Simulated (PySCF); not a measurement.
Structure from NMR data

Molecular formula: C₅H₈F₃NSi. Simulated spectra:

¹H NMR (600 MHz, computed): δ 8.30 (m, 1H), 6.95 (m, 1H), 4.16 (m, 1H), 3.65 (s, 3H), 3.12 (m, 1H), 2.65 (m, 1H).

¹³C{¹H} NMR (computed): δ 162.8 (CH), 123.5 (CH), 97.9 (C), 49.6 (CH3), 27.2 (CH).

[PySCF 2.14.0 with density-fitted response routines: PBE0/pcSseg-1 with gauge-including orbitals; geometry from GFN2-xTB; rapidly exchanging positions averaged; non-relativistic Hamiltonian; in vacuum; one computed conformer]

Chemical shifts δ = σref − σ; TMS for ¹H, ¹³C, all at this level.

Q: Which of these isomers gave the spectra?
A. C=N[SiH2][C@@H]1C[C@@H]1C(F)(F)F
B. C/N=C/[C@@H]1[SiH2][C@@]1(F)C(F)F
C. C#C[C@H](N(C)[SiH3])C(F)(F)F

A: B. 

- Rings plus π bonds: 2 (1 ring in the answer).
- 5 carbon signals for 5 carbons: no two carbons are equivalent.
- Carbon types of the structure: 1 × C, 3 × CH, 1 × CH3, leaving 2 H on heteroatoms.
- δC 162.8: C=N carbon.
- δC 123.5: sp3 CH bonded to 2 F; 2 electronegative neighbours deshield it.
- δC 97.9, 27.2: three-membered-ring carbon.
- δC 49.6: methyl carbon bonded to N; deshielded by the electronegative neighbour.
- δH 3.65: hydrogen on a methyl carbon bonded to N; its carbon carries N, an electronegative neighbour.

The others: C#C[C@H](N(C)[SiH3])C(F)(F)F would give 4 signals for carbon-bound and other non-exchanging H, not 6; C=N[SiH2][C@@H]1C[C@@H]1C(F)(F)F would give 8 signals for carbon-bound and other non-exchanging H, not 6.

Splittings by ¹⁹F in the carbon and heteronuclear signals aren't shown, as no couplings were computed. Shifts are as computed. Against solution values, carbons near 30 ppm lie about +3 ppm off and those near 130 ppm about +5 ppm. Of 1309 compounds with measured shifts, 239 miss one by over three times the rms of a fit or turn the order of signals round; such compounds aren't used in these exercises. Multiplicities follow the n + 1 count of equivalent neighbours, as no J values were calculated; m marks all less simple cases, F and P coupling included.
